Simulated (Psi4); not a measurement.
**Worked example: ideal-gas entropy of VNHF3 (SMILES [NH]=[V]([F])([F])[F])**

A singlet with charge 0, relaxed at PBE0-D4/def2-TZVP (density fitting) (Psi4 1.11):

```xyz
6

N    -0.5937    0.7172    0.6770
V     0.2085   -0.2577   -0.2917
F     0.8873   -1.5242    0.6603
F    -0.8961   -0.8918   -1.4528
F     1.4478    0.6552   -1.0678
H    -1.1035    1.3373    1.2932
```

Harmonic wavenumbers in cm⁻¹: 65, 244, 266, 333, 410, 427, 481, 721, 737, 880, 1127, 3618.

Masses in u: N 14.007, V 50.942, F 18.998, H 1.008. Take T = 298.15 K, p = 1 bar, R = 8.3145 J/(mol K), kT/hc = 207.22 cm⁻¹, rigid rotor and harmonic oscillator.

**Question.** Work out S° at 298 K.

**Answer.** 
1. Translation (Sackur–Tetrode): S = R[3/2 ln M + 5/2 ln T − 1.1517] with M = 122.951 gives 168.9 J/(mol K).
2. Rotation: principal moments 134.870, 135.038, 152.815 u Å² give A, B, C = 0.125, 0.1248, 0.1103 cm⁻¹; the symmetry number is σ = 3; q = (√π/σ)√((kT/hc)³/ABC) = 42487; S = R(ln q + 3/2) = 101.1.
3. Vibration: with u = ν̃/207.22, each mode gives R[u/(eᵘ − 1) − ln(1 − e⁻ᵘ)]; the sum is 51.0, most from 65 cm⁻¹ (18.0), 244 cm⁻¹ (7.4), 266 cm⁻¹ (6.8).
4. Spin: R ln 1 = 0.0.
5. Sum: 168.9 + 101.1 + 51.0 + 0.0 = 321.0 J/(mol K).

No measured value is set beside it here. Where a soft mode is a torsion, a harmonic oscillator describes it poorly.
